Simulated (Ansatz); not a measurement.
Geometry optimisation, Ansatz 0.2.0, DFT PBE-D3(BJ), scalar-relativistic, plane waves, PAW.

The input (input.yaml):

```yaml
crystal:
  lattice:
    - [0.0, 5.43, 5.43]
    - [5.43, 0.0, 5.43]
    - [5.43, 5.43, 0.0]
  atoms:
    - { symbol: Si, position: [0.0, 0.0, 0.0] }
    - { symbol: Si, position: [0.125, 0.125, 0.125] }
    - { symbol: Si, position: [0.0, 0.0, 0.5] }
    - { symbol: Si, position: [0.125, 0.125, 0.625] }
    - { symbol: Si, position: [0.0, 0.5, 0.0] }
    - { symbol: Si, position: [0.125, 0.625, 0.125] }
    - { symbol: Si, position: [0.0, 0.5, 0.5] }
    - { symbol: Si, position: [0.125, 0.625, 0.625] }
    - { symbol: Si, position: [0.5, 0.0, 0.0] }
    - { symbol: Si, position: [0.625, 0.125, 0.125] }
    - { symbol: Si, position: [0.5, 0.0, 0.5] }
    - { symbol: Si, position: [0.625, 0.125, 0.625] }
    - { symbol: Si, position: [0.5, 0.5, 0.0] }
    - { symbol: Si, position: [0.625, 0.625, 0.125] }
    - { symbol: Si, position: [0.5, 0.5, 0.5] }
    - { symbol: Si, position: [0.625, 0.625, 0.625] }
    - { symbol: Si, position: [0.7493114, 0.2509595, 0.7562632] }
basis:
  ecutwfc: 420.0
kpoints:
  mp_grid: { grid: [2, 2, 2] }
hamiltonian:
  xc: pbe
  dispersion: d3bj
  pseudopotentials: { kind: paw, azcp: { folder: soft_1 } }
scf:
  occupations: { method: gaussian, width: 0.02 }
  lower_state_search: "off"
relax:
  f_tol: 0.03
  max_steps: 60
  adjacent_minimum: "off"
```

Run as:

```bash
$ ansatz run input.yaml --threads 1 --pin off --max-ram 3072MiB --backend cpu --events-out ev --progress --plain --runs-dir out
```

Task: Where does it end, and by what steps?

Result: The forces met the threshold. The force dipped under the threshold on the way, but the program's further checks kept it going. After 3 steps the energy has fallen by 0.131 eV; Si10 moved furthest, 0.05 Å.

| step | energy less start (eV) | largest force component (eV/Å) | accepted |
| --- | --- | --- | --- |
| 0 | 0.0000 | 0.690 | yes |
| 1 | -0.1162 | 0.234 | yes |
| 2 | -0.1309 | 0.023 | yes |
| 3 | -0.1309 | 0.023 | yes |

```xyz
17
Lattice="0.0000 5.4300 5.4300 5.4300 0.0000 5.4300 5.4300 5.4300 0.0000" Properties=species:S:1:pos:R:3
Si 0.002 0.035 -0.002
Si 1.363 1.355 1.361
Si 2.683 2.717 0.001
Si 4.051 4.097 1.381
Si 2.715 0.000 2.715
Si 4.069 1.353 4.067
Si 5.431 2.715 2.748
Si 6.792 4.077 4.069
Si 0.003 2.718 2.682
Si 1.385 4.100 4.047
Si 2.721 5.435 2.716
Si 4.054 6.769 4.052
Si 2.750 2.716 5.429
Si 4.070 4.078 6.792
Si 5.432 5.398 5.431
Si 6.813 6.765 6.811
Si 5.436 8.150 5.431
```

Time of the run: 18 s on 1 thread of Arm Neoverse V2, on a shared host, peak memory 0.49 GiB.
